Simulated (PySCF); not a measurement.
**Radial density of Os (osmium, neutral)**

PW91, [Xe] 4f14 5d8, high-spin 3F determinant (an excited configuration). All numbers are calculated (PySCF 2.14, the spin-free X2C one-electron Hamiltonian (Gaussian nucleus), in x2c-TZVPPall with one added diffuse shell each of s, p, d, f type (12s8p8d4f1g, 113 functions)).

```
r (bohr)  4πr²ρ (e/bohr)  4πr²(ρα − ρβ)
  0.0137           104.8        -0.0006
  0.0230           91.77        -0.0005
  0.0387           121.8         0.0061
  0.0651           134.2         0.0494
   0.109           111.0         0.1064
   0.184           116.5         0.0003
   0.310           69.91         0.1522
   0.521           63.50         0.0367
   0.876           21.03         0.4834
    1.47           9.463         1.2443
    2.48           2.209         0.5014
    4.17          0.3490         0.0600
    7.02         0.01679         0.0001
    11.8       0.0001437         0.0000
```

Densities and radii are taken from the X2C orbitals without a picture-change correction, which distorts them close to the nucleus.

Spin-orbit coupling, absent here, splits the open shell strongly.
